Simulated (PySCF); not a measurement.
# Ionisation energy along the 7-electron series

Calculated with PySCF 2.14 and a two-component X2C-1e Hamiltonian (Gaussian nucleus, no Breit or QED terms), each ion in its own even-tempered basis scaled to its charge; GMP2 freezes nothing and drops the highest virtual spinors. Values in eV. NIST values: (m) measured, (s) semi-empirical, (t) theoretical.

```
  ion  configuration  GHF (spin-free)  GMP2 (spin-free)  GHF (screened spin-orbit)  GMP2 (screened spin-orbit)            NIST
Pt⁷¹⁺   [He] 2s2 2p3          19231.4           19231.6                    18652.6                     18652.9  18630 ± 60 (t)
Au⁷²⁺   [He] 2s2 2p3          19781.3           19781.5                    19172.0                     19172.3  19150 ± 70 (t)
Hg⁷³⁺   [He] 2s2 2p3          20340.0           20340.2                    19698.8                     19699.2  19680 ± 90 (t)
```

Between Z = 78 and Z = 80 the GMP2 (screened spin-orbit) value grows as Z to the power 2.16.
